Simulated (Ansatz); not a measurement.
Stepwise reaction of `O[Si](O)(F)F` with hydrogen fluoride, as a gas-phase model of exchange steps in deposition or etching. ΔE in kJ/mol; ΔG adds harmonic PBE0-D4 terms to CCSD(T)/CBS, at 1 bar.

Gas-phase electronic energies from Ansatz, PBE0-D4/def2-TZVP geometries. CBS: MP2 limit from def2 TZ/QZ plus the TZ coupled-cluster correction, frozen cores. This one scheme is used for every species. DFT in def2-TZVPP. B3LYP here is the variant with VWN-RPA as its local correlation; programs differ in this. One conformer a species, not always the lowest.

```csv
step,reaction,PBE-D4,B3LYP-D4,ωB97M-V,CCSD(T)/CBS,ΔG(600 K)
1,`O[Si](O)(F)F` + H–F → `O[Si](F)(F)F` + H₂O,-33.9,-35.8,-35.7,-36.6,-40.5
```

Task: Give the row of step 2, `O[Si](F)(F)F` + H–F → `F[Si](F)(F)F` + H₂O. (Estimate.)

Result: Ansatz gave: 
```
step                                     reaction  PBE-D4  B3LYP-D4  ωB97M-V  CCSD(T)/CBS  ΔG(600 K)
   2  `O[Si](F)(F)F` + H–F → `F[Si](F)(F)F` + H₂O   -30.0     -31.4    -31.5        -32.7      -19.3
```

Task: By hand: ΔE of the 2 steps together at CCSD(T)/CBS.

Result: (-36.6) + (-32.7) = -69.3 kJ/mol, or -34.7 kJ/mol a step.

In ΔE the steps differ by no more than 3.9 kJ/mol. All are downhill at CCSD(T)/CBS. ΔG lies between -40.5 and -19.3 kJ/mol a step. PBE-D4 differs from CCSD(T)/CBS by 2.7 to 2.7 kJ/mol a step. Isolated molecules leave out the surface, adducts and barriers. Largest T1 diagnostic: 0.011.
